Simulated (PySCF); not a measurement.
SMILES Cl[Si](Cl)(CC)Cl, GFN2-xTB optimised geometry.

```
11

C     -0.89    -1.86    -1.63
C     -1.34    -0.40    -1.55
Si    -0.68     0.51     0.00
Cl     1.34     0.51     0.00
Cl    -1.34     2.42     0.00
Cl    -1.34    -0.41     1.68
H      0.19    -1.93    -1.67
H     -1.29    -2.32    -2.53
H     -1.24    -2.42    -0.77
H     -2.43    -0.36    -1.55
H     -1.01     0.13    -2.44
```

Density from PySCF with PBE0/def2-TZVP at that geometry.

Minimum of the electron density along straight lines between bonded atoms, close to the bond critical point (lines longer than 1.1 times the sum of covalent radii, or with two minima, are not listed):

```csv
bond,length / Å,ρ at the minimum / e bohr⁻³,∇²ρ there / e bohr⁻⁵,position (fraction from the first atom)
C1–C2,1.529,0.239,-0.57,0.49
C2–Si3,1.908,0.123,0.09,0.61
Si3–Cl4,2.022,0.106,0.26,0.36
Si3–Cl5,2.025,0.106,0.25,0.36
Si3–Cl6,2.022,0.106,0.26,0.36
C1–H7,1.087,0.281,-0.97,0.64
C1–H8,1.087,0.280,-0.96,0.64
C1–H9,1.087,0.281,-0.97,0.64
C2–H10,1.092,0.275,-0.93,0.64
C2–H11,1.092,0.275,-0.93,0.64
```
